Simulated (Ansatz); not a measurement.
FH$_{6}$SbSi$_{2}$, SMILES `[F][Sb]([SiH3])[SiH3]`, relaxed with RKS PBE0-D4/def2-TZVP in Ansatz 0.2.0 from a PBE-D4/def2-SVP geometry. The force threshold is 0.005 eV/Å; the program also tests the step.

The species carries charge 0 and has multiplicity 1. Sb: def2 effective core potential.

Start:

```xyz
10

F     1.892    1.467    0.896
Sb    1.417    0.533   -0.789
Si    0.701   -1.650    0.465
Si   -1.065    1.353   -0.674
H     1.923   -2.391    0.937
H    -0.167   -1.322    1.646
H    -0.060   -2.535   -0.490
H    -1.128    2.816   -1.022
H    -1.624    1.146    0.705
H    -1.890    0.582   -1.674
```

| step | energy (eV) | largest force (eV/Å) | largest move (Å) |
| --- | --- | --- | --- |
| 1 | -25101.0053 | 0.819 | 0.000 |
| 2 | -25101.0346 | 0.378 | 0.079 |
| 3 | -25101.0516 | 0.098 | 0.068 |
| 4 | -25101.0539 | 0.041 | 0.026 |
| 5 | -25101.0542 | 0.015 | 0.021 |
| 6 | -25101.0542 | 0.004 | 0.009 |
| 7 | -25101.0543 | 0.003 | 0.006 |
| 8 | -25101.0543 | 0.003 | 0.005 |

End:

```xyz
10

F     1.908    1.458    0.886
Sb    1.402    0.542   -0.746
Si    0.689   -1.627    0.468
Si   -1.056    1.340   -0.655
H     1.890   -2.392    0.892
H    -0.158   -1.326    1.650
H    -0.083   -2.443   -0.509
H    -1.143    2.769   -1.053
H    -1.630    1.160    0.703
H    -1.820    0.519   -1.636
```

Hardware: 2 threads of a server CPU on a shared host. Wall time 51 s, peak host memory 0.57 GiB.
